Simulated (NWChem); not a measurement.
AlN$_{2}$H$_{5}$O; SMILES [NH2][Al]([NH2])[OH]

```xyz
9

Al     0.0210     0.0036    -0.0038
O      1.6394     0.5968    -0.0142
H      2.4045     0.0379     0.1845
N     -0.3685    -1.7391     0.0035
H      0.2973    -2.4985    -0.1456
H     -1.3067    -2.1253     0.1229
N     -1.2653     1.2338     0.0035
H     -2.2625     1.0665    -0.1325
H     -1.0847     2.2355     0.0843
```
Atoms are numbered in this order, from 1.

Computed with NWChem. Coordinates come from a PBE-D3(BJ)/def2-SVP optimisation. LC-ωPBE (HJS hole) with def2-SVP; x = 1 − exp(−ω/0.25 bohr⁻¹) is a scale chosen for this fit.

```
row           x  −ε(HOMO) (eV)
--------  -----  -------------
ω = 0.10  0.330           6.49
ω = 0.20  0.551           7.75
ω = 0.30  0.699       withheld
ω = 0.35  0.753           9.11
ω = 0.60  0.909          10.35
```

Fit a straight line of the last column on the one before it, predict the withheld value, and compare with the run.


1. Means of the 4 shown rows: x = 0.6358, y = 8.425. Slope Σ(x − x̄)(y − ȳ)/Σ(x − x̄)² = 1.255/0.1891 = 6.638; intercept 4.205.
2. The shown rows scatter about the line by 0.103 (root mean square); the largest residual is -0.11, at ω = 0.20.
3. At x = 0.699 (ω = 0.30; inside the shown range) the line gives 8.84.
4. The run gives 8.72, -0.12 from the line, 1.2 times the scatter.
